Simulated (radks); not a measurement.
Task: Coherent X-ray form factor from a spherical all-electron density. Calculated with a radial shooting solver on a logarithmic mesh with Libxc functionals: Dirac Kohn-Sham, LB94 model potential, spin-unpolarised, spherical densities, finite nucleus; Fermi nuclear charge, rms radius of each element as measured or else 0.836 A^(1/3) + 0.57 fm.

sin(theta)/lambda (1/angstrom)  f0 (electrons)
0.05                                    33.933
0.1                                     33.733
0.15                                    33.404
0.2                                     32.956
0.25                                    32.397
0.3                                     31.740
0.4                                     30.190
0.5                                     28.424
0.6                                     26.560
0.8                                     22.908
1                                       19.710
1.25                                    16.471
1.5                                     13.864
2                                        9.856

The species is in the configuration that NIST lists as its ground one. Which atom or ion scatters so?

Result: The praseodymium ion Pr25+, [Ar] 3d10 4s2 4p4. Extrapolating in s^2 from the first two rows gives f0(0) = 34.0, near the electron count 34; among species with that count, the fall with angle is slower the higher Z, and the table is that of Z = 59; from so few rows the species is fixed only to a neighbour or two.
